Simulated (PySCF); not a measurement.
Ligands exchanged one at a time, B OH-H. Gas-phase values, no solvent. One relaxed conformer stands for each flexible species; it need not be the lowest. Strings in code marks are SMILES.

Calculation: PBE-D3(BJ)/def2-TZVP // B3LYP-D3(BJ)/def2-TZVP in PySCF. Delta-SCF ions had no search for a lower state. Excitations are Tamm–Dancoff values on a coarser integration grid. The basis has no diffuse functions, so Rydberg states are missing or too high.

| species | HOMO–LUMO gap (eV) | vertical ionisation energy (Delta-SCF) (eV) | T1 excitation (TDA) (eV) |
|---|---|---|---|
| 0 of 3 OH replaced by H (`OB(O)O`) | 7.28 | – | ___ |
| 1 of 3 OH replaced by H | 7.43 | 11.39 | 7.05 |
| 2 of 3 OH replaced by H (`BO`) | ___ | 11.45 | 5.49 |
| 3 of 3 OH replaced by H | 5.44 | 12.90 | – |

### Question
Complete the blanks.

### Answer

- 0 of 3 OH replaced by H (`OB(O)O`), T1 excitation (TDA) (eV): 7.15
- 2 of 3 OH replaced by H (`BO`), HOMO–LUMO gap (eV): 5.93
